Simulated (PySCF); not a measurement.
B3LYP has the VWN-RPA correlation part, as in Gaussian. Excitations are Tamm–Dancoff values on a coarser integration grid. The basis has no diffuse functions, so Rydberg states are missing or too high.

Cartesian coordinates (Å):
SMILES: [SiH3]B([SiH3])[SiH3]
```xyz
13

Si    -0.6497     1.8392     0.5263
B     -0.0406    -0.0239     0.1144
Si     1.9183    -0.4371     0.1754
Si    -1.3131    -1.4601    -0.4605
H     -0.6193     2.5317    -0.7883
H     -2.0249     1.9273     1.0658
H      0.2670     2.5578     1.4409
H      2.1374    -0.8881     1.5749
H      2.7858     0.7371    -0.0708
H      2.3288    -1.5333    -0.7311
H     -0.8261    -2.8210    -0.1380
H     -1.3648    -1.3321    -1.9402
H     -2.6875    -1.3099     0.0671
```
Charge 0, multiplicity 1.

**Question.** Give the S1–T1 gap (TDA), HOMO–LUMO gap, T1 excitation (TDA), dipole moment, LUMO, brightest of the four lowest singlets (TDA), HOMO and total energy at the level B3LYP-D3(BJ)/def2-TZVP // M06-2X/def2-TZVP (PySCF 2.14.0).

**Answer.** 
The S1–T1 gap (TDA) comes out as 0.69 eV. The HOMO–LUMO gap comes out as 4.51 eV, the T1 excitation (TDA) is 2.56 eV and the dipole moment is 0.10 D. The LUMO is -3.27 eV, the brightest of the four lowest singlets (TDA) is 5.65 eV and the HOMO is -7.78 eV. The total energy is -898.8107 Ha.
